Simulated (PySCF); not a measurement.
**Rhodium: a sound run and one with changed settings**

Sound run: Rh [Kr] 4d8 5s1, Rh⁺ [Kr] 4d8. Calculation: PySCF 2.14, in aug-cc-pVDZ-PP with ECP28MDF (5s5p4d2f, 54 functions); scalar relativity through the core potential. In the sound run the correlated levels freeze 4s2 4p6 outside the core potential. The sound run starts from symmetry-adapted Hartree-Fock orbitals and uses a fine grid where one is needed.

Changed run: all electrons correlated in a basis built for the valence shell.

```
species  method  sound run (hartree)  changed run (hartree)  converged
     Rh     MP2           -109.59428             -109.79008        yes
    Rh⁺     MP2           -109.32806             -109.51640        yes
```

Ionisation energy of Rh:

| method | sound run (eV) | changed run (eV) |
| --- | --- | --- |
| UHF | 6.314 | 6.314 |
| MP2 | 7.244 | 7.447 |
| SCS-MP2 | 7.033 | 7.209 |

A valence basis has no tight correlating functions, so it recovers only part of the core correlation, and not evenly between atom and ion.

For comparison, NIST gives 7.459 eV between the lowest levels.
